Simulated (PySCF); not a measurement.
Gas-phase reaction: TaOF3 + F2 ⇌ TaF5 + O

Computed with PySCF and rigid-rotor harmonic-oscillator thermochemistry at 1 bar. † marks an energy on the PBE0/def2-TZVP geometry and frequencies. CCSD(T) freezes the core. Open shells (unrestricted): O (multiplicity 3); the rest are closed-shell singlets. Spin-orbit splitting is ignored; it lowers the true energy and changes the entropy of O. Ta: scalar-relativistic def2 core potential, no spin-orbit coupling. TaOF3: computed as isolated molecules; such fragments, hydroxides, amides, oligomers or adducts are transient or little studied in the gas. CCSD(T) isn't extrapolated to the basis-set limit.

CCSD(T)/def2-TZVPP† gives ΔH°(298 K) = -230 kJ.

Task: What do r2SCAN/def2-TZVP†, PBE0/def2-QZVP†, LDA/def2-TZVP† give?

Result: r2SCAN/def2-TZVP†: -222 kJ; PBE0/def2-QZVP†: -226 kJ; LDA/def2-TZVP†: -119 kJ. For scale, ΔH°(298 K) is -230 kJ at this level, -225 kJ at ωB97M-V/def2-TZVP†, and runs from -498 to -18 kJ over the 18 levels computed.
